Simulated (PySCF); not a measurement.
BFH3N. Atoms are numbered in the order given.

```xyz
6

B     -0.4894    -0.0734     0.0000
H     -1.6786    -0.1526     0.0000
F      0.2362    -1.2035     0.0000
N      0.1655     1.1544     0.0000
H      1.1692     1.2401     0.0000
H     -0.3274     2.0300     0.0000
```

Geometry: B3LYP-D3(BJ)/def2-TZVP. One conformer was computed; it need not be the lowest.

Calculation: PBE0/def2-TZVPD (PySCF).

Gas-phase values at a fixed geometry.

Computed frontier levels, gap, dipole moment and polarisability:
```yaml
highest_occupied_level: -8.62 eV
lowest_empty_level: 0.15 eV
orbital_gap: 8.77 eV
dipole_moment: 2.41 D
quadrupole, principal values (traceless, Buckingham form, about the centre of nuclear charge): -2.02, -0.32, 2.34 D·Å
mean_static_polarisability: 25.5 bohr³ (3.78 Å³)
polarisability_principal_values: 21.3, 25.2, 29.9 bohr³
```
